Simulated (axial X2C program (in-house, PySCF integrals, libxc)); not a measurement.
# Outer orbitals of GaB⁺ at 2.794 Å, PBE0

All values were computed with an in-house all-electron X2C program for linear molecules (integrals from PySCF). Spin-free means the one-electron spin-free X2C Hamiltonian; two-component (2c) means X2C with spin–orbit coupling and atomic mean-field two-electron Coulomb and Gaunt terms, so the difference of the two also holds small scalar two-electron terms. Basis: Ga dyall-cv3z [9s9p7d4f1g], B dyall-v3z [7s6p2d1f] (cores contracted in-house); Gaussian nuclei, density fitting, unrestricted open shells. Masses: Ga 68.926 u, B 11.009 u.

The distance is close to the 2c PBE0 minimum; the highest filled and lowest empty levels are listed.

Spin-free orbitals, state M_S = 1/2, Λ = 0 (beyond evenly filled blocks: σα) (Löwdin shares):

| symmetry | occupied | ε (eV) | atomic character |
| --- | --- | --- | --- |
| δ-α | yes | -29.19 | 100% Ga d |
| δ+α | yes | -29.19 | 100% Ga d |
| δ+β | yes | -29.19 | 100% Ga d |
| δ-β | yes | -29.19 | 100% Ga d |
| π+α | yes | -29.12 | 100% Ga d |
| π-α | yes | -29.12 | 100% Ga d |
| σα | yes | -29.11 | 100% Ga d |
| π-β | yes | -29.10 | 100% Ga d |
| π+β | yes | -29.10 | 100% Ga d |
| σβ | yes | -29.07 | 100% Ga d |
| σα | yes | -17.83 | 60% B s, 29% Ga s, 5% Ga p |
| σβ | yes | -17.04 | 46% B s, 42% Ga s, 5% B p |
| σα | yes | -15.68 | 57% Ga s, 28% B s, 10% B p |
| σβ | yes | -14.92 | 48% Ga s, 39% B s, 5% Ga p |
| σα | yes | -11.51 | 67% B p, 23% Ga p, 7% Ga s |
| π+α | no | -8.49 | 74% B p, 24% Ga p |
| π-α | no | -8.49 | 74% B p, 24% Ga p |
| π-β | no | -8.26 | 70% B p, 28% Ga p |
| π+β | no | -8.26 | 70% B p, 28% Ga p |

Spinors with spin–orbit coupling (state Ω = 1/2):

```tsv
ω	occupied	ε (eV)	atomic character	λ mixture
3/2	yes	-29.44	100% Ga d	84% δ, 16% π
-3/2	yes	-29.44	100% Ga d	86% δ, 14% π
1/2	yes	-29.37	100% Ga d	58% π, 42% σ
-1/2	yes	-29.37	100% Ga d	66% π, 34% σ
5/2	yes	-29.03	100% Ga d	100% δ
-5/2	yes	-29.02	100% Ga d	100% δ
3/2	yes	-28.97	100% Ga d	84% π, 16% δ
-3/2	yes	-28.95	100% Ga d	86% π, 14% δ
1/2	yes	-28.94	100% Ga d	58% σ, 42% π
-1/2	yes	-28.92	100% Ga d	66% σ, 34% π
1/2	yes	-17.83	60% B s, 29% Ga s, 5% Ga p	100% σ
-1/2	yes	-17.04	47% B s, 42% Ga s, 5% B p	100% σ
1/2	yes	-15.68	57% Ga s, 28% B s, 10% B p	100% σ
-1/2	yes	-14.92	48% Ga s, 39% B s, 5% Ga p	100% σ
1/2	yes	-11.50	67% B p, 23% Ga p, 7% Ga s	100% σ
-1/2	no	-8.50	73% B p, 25% Ga p	100% π
3/2	no	-8.47	75% B p, 23% Ga p	100% π
1/2	no	-8.27	69% B p, 28% Ga p	100% π
-3/2	no	-8.24	71% B p, 26% Ga p	100% π
```

Mulliken charges and populations of the two-component result (they depend on the basis, above all on diffuse functions):

Ga 0.71 e (s 7.97 p 12.30 d 10.02), B 0.29 e (s 3.92 p 0.78 d 0.01). ⟨Lz⟩ = 0.00 ħ and ⟨Sz⟩ = 0.50 ħ (0.12 and 0.37 on the two atoms), which add up to Ω.

The state is one determinant whose occupation by symmetry is held fixed; it was picked as the lowest of a PBE0 search that is not exhaustive. Density functionals use the spin component along the axis (collinear).
